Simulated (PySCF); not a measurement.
**Ionisation energy of Cl+ by level of theory**

Cl+ [Ne] 3s2 3p4 (3P) → Cl(2+) [Ne] 3s2 3p3 (4S), as a difference of total energies. Computed with PySCF 2.14 in def2-QZVPPD, with the non-relativistic Hamiltonian (point nucleus). Correlated levels: valence and next inner shell: 1s2 frozen. The calculations carry no spin-orbit coupling.

```tsv
method	ionisation energy (eV)
UHF	22.593
MP2 (valence and next inner shell)	23.497
SCS-MP2 (valence and next inner shell)	23.598
CCSD (valence and next inner shell)	23.619
CCSD(T) (valence and next inner shell)	23.657
```

Errors of the correlated levels include the incompleteness of this basis and the frozen core.

Which method comes closest to the reference value, and which is furthest?

The reference is 23.771 eV (measured; NIST levels, between the centres of gravity of the two terms). Closest: CCSD(T) (valence and next inner shell) (error -0.114 eV); furthest: UHF (error -1.178 eV).
